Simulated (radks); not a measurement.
Spherical quantum dot in the effective-mass picture: electrons in a hard-walled sphere of radius 1.96, with a point charge +2 (a donor) at the centre, all in effective atomic units (hartree* = m*/eps^2 hartree, bohr* = eps/m* bohr), one dielectric constant everywhere. Method: non-relativistic Kohn-Sham, PBE, spin-polarised, spherical densities; computed with a radial shooting solver with Libxc functionals. Levels are named by radial order and angular momentum (1s, 1p, 1d, 2s, ...), and open shells are averaged over m.

N = 10, configuration 1s2 1p6 1d(up 1, down 0) 2s(up 1, down 0). This is the lowest configuration that the search found. Occupied and some empty levels:

level,occupation,eigenvalue (hartree*),<r> (bohr*)
1s up,1,6.0885,0.8985
1s down,1,6.2019,0.9172
1p up,3,7.6015,1.203
1p down,3,7.6742,1.200
2s up,1,9.0221,0.9426
1d up,1,9.1717,1.305
2s down,0,9.2306,0.9371
1d down,0,9.2541,1.302
1f up,0,11.088,1.371
1f down,0,11.180,1.370
2p up,0,12.588,1.015
2p down,0,12.682,1.023
1g up,0,13.353,1.421
1g down,0,13.451,1.420

Energy (hartree*): total 38.9202, kinetic 28.798, external -22.456, Hartree 39.477, exchange-correlation -6.8990.

Electron density:

r (bohr*),n(r) (e/bohr*^3)
0.0476,4.791
0.195,2.676
0.342,1.560
0.488,1.003
0.635,0.7551
0.782,0.6681
0.929,0.6470
1.08,0.6272
1.22,0.5672
1.37,0.4514
1.52,0.2951
1.66,0.1411
1.81,0.03542
1.96,0.00003413
